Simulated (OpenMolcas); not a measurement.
## Cu2+, Ag2+, Au2+: d⁹ down the group

```
Program             : OpenMolcas 26.06
Method              : CASSCF
Basis               : ANO-RCC-VTZP
Scalar Hamiltonian  : DKH2, point nucleus
Spin-orbit coupling : state interaction with AMFI integrals over the reference wave functions, term energies averaged over their components
```

Active space for each ion: 9 electrons in 6 orbitals (d s).

Computed levels in cm-1 above ²D_5/2:

```csv
Level,Cu2+,Ag2+,Au2+
²D_3/2,2186,4626,13192
weight of ²D in the lowest level (%),100,100,100
```

Measured, with the error of the calculation in %. Measured levels: Cu2+ from Sugar and Musgrove, J. Phys. Chem. Ref. Data 19, 527 (1990); Ag2+ from Moore, Atomic Energy Levels, vol. III, NSRDS-NBS 35 (1971 reprint of NBS Circular 467, 1958); Au2+ from Iglesias, J. Res. Natl. Bur. Stand. 64A, 481 (1960).

| Level | Cu2+ | Ag2+ | Au2+ |
| --- | --- | --- | --- |
| ²D_3/2 | 2072 (+5.5) | 4607 (+0.4) | 12694 (+3.9) |

The fine-structure level ²D_3/2 changes by a factor of 6.03 from Cu2+ to Au2+.

Without dynamic correlation excited terms often stand tens of per cent too high (terms of higher spin than the ground term too low), and those without a measured partner can miss by more than the paired ones. Some high roots are left out of the spin-orbit mixing, which shifts the levels that they would mix with (holds for Au2+). Measured partners are found by configuration, term and J. A level has none where our copy of the source lacks it or the pairing is in doubt (some pairs that miss far off the trend of their configuration count as doubtful), and it then counts in no deviation. Only configurations of the active space appear.
